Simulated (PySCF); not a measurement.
**NMR data sheet: C$_{8}$H$_{11}$OP**

* Formula: C8H11OP
* SMILES: C=Cc1pcoc1C(C)C
* Point group of the computed structure: C1
* Carbon signals: 7
* Proton signals: 6

Structure with atom numbers: `[CH2:1]=[CH:2][c:3]1[p:4][cH:5][o:6][c:7]1[CH:8]([CH3:9])[CH3:10]` (H(Xn): hydrogen on atom n). Ha(C1) is cis to C3; Hb(C1) is trans to C3.

Method: GFN2-xTB structure, GIAO PBE0/pcSseg-1 shieldings, in PySCF (isolated molecule, non-relativistic Hamiltonian, one conformer, averaged over atoms made equivalent by symmetry, fast rotation or ring inversion).

Referencing at the same level of theory: 1H (σref 31.72), 13C (σref 186.93) against TMS; 31P (σref 318.38) vs H3PO4; H2O for 17O (σref 336.08).

| carbon | δC, type | δH (multiplicity) | HMBC from (2–3 bonds) | span of the C tensor (ppm) |
| --- | --- | --- | --- | --- |
| C1 | 121.0, CH2 | Ha(C1) 6.51 (m); Hb(C1) 5.50 (m) | H(C2) | 202 |
| C2 | 136.2, CH | 6.99 (m) | Ha(C1), Hb(C1) | 228 |
| C3 | 142.3, C | – | H(C5), H(C2), Ha(C1), Hb(C1), H(C8) | 164 |
| C5 | 187.3, CH | 8.73 (m) | – | 251 |
| C7 | 170.4, C | – | H(C5), H(C2), H(C8), H(C9)/H(C10) | 157 |
| C8 | 32.2, CH | 3.24 (sept) | H(C9)/H(C10) | 21 |
| C9/C10 | 23.6, CH3 | 1.33 (d) | H(C8), H(C9)/H(C10) | 36 |

Other nuclei:
```
atoms  nucleus                                     environment  δ (ppm)  σ (ppm)
   P4      31P  phosphorus bonded to 2 C, in a 5-membered ring    130.5    187.8
   O6      17O                            aromatic ring oxygen    348.1    -12.1
```

- δC 187.3: aromatic CH next to the ring oxygen.
- δC 142.3: substituted aromatic carbon.
- δC 136.2: alkene CH; the olefinic region.
- δC 121.0: terminal =CH2 carbon; as expected for a trigonal carbon in a double bond.
- δH 8.73: hydrogen on an aromatic CH next to the ring oxygen; the ring current deshields protons in the ring plane.

Splittings by 31P in the carbon and heteronuclear signals aren't shown, as no couplings were computed. Shifts are as computed. Against solution values, carbons near 30 ppm lie about +3 ppm off and those near 130 ppm about +5 ppm. Of 1211 compounds with measured shifts, 218 miss one by over three times the rms of a fit or turn the order of signals round; such compounds aren't used in these exercises. Unscaled 17O shifts of doubly bonded oxygen tend to come out too high, by tens of ppm or more. Experimental scales use liquid or dissolved standards, which lie at an offset from isolated H2O (liquid H2O: subtract about 36 ppm) and H3PO4. No couplings were computed; multiplicities are counted from neighbouring protons, with m where these are inequivalent, close in shift, in a saturated or five-membered ring or joined by F or P, and br s for small geminal =CH2 splittings.
